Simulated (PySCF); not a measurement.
C3H9SeSi (SMILES C[Si](C)(C)[Se]), doublet, at a GFN2-xTB geometry. Base run: DF-M06L/6-311G** (PySCF).

Input for PySCF:
```python
from pyscf import gto, scf, dft

mol = gto.Mole()
mol.atom = '''
    C    -0.76446931    1.38227735   -1.66547708
    Si   -0.19635877   -0.20186911   -0.77004154
    C     1.35620887   -0.93436835   -1.59892814
    C    -1.60254119   -1.48707637   -0.69955950
    Se    0.35592034    0.36590839    1.39577896
    H    -1.03758786    1.17054236   -2.69410661
    H    -1.62721545    1.81949401   -1.17220591
    H     0.02454878    2.12805111   -1.67429123
    H     1.70101109   -1.81628711   -1.06776293
    H     1.15062495   -1.21987870   -2.62543836
    H     2.16887662   -0.21442966   -1.60700013
    H    -1.90234878   -1.79018813   -1.69742864
    H    -2.47463344   -1.08185854   -0.19551649
    H    -1.29073474   -2.37515889   -0.15836460
'''
mol.basis = '6-311g**'
mol.spin = 1
mol.verbose = 4
mol.build()

mf = dft.UKS(mol)
mf.xc = 'm06l'
mf = mf.density_fit(auxbasis='def2-universal-jkfit')
mf.kernel()
mf.analyze()
```

Variants of this job, named by their change:

```csv
change,ΔE vs base (mEh),grid points,electrons on the grid,outcome
base,0.000,170232,74.99999,converged
"grids.atom_grid = (50, 194)",-4.007,92136,74.99995,converged
"grids.atom_grid = (99, 590)",-0.010,451408,75.00000,converged
grids.radi_method = gauss_chebyshev,-0.066,166704,74.99999,converged
grids.level = 0,-133.5,12912,75.00414,converged
grids.level = 1,2.606,51536,75.00002,converged
"grids.atom_grid = (150, 974)",-,-,-,cut at the time limit
"grids.atom_grid = (30, 110)",-65.224,34504,75.00127,converged
grids.prune = dft.gen_grid.treutler_prune,-0.065,150424,74.99998,converged
```

Open shells are given as the SCF converged; they aren't shown to be the lowest states, and a large step between rows can be another state.
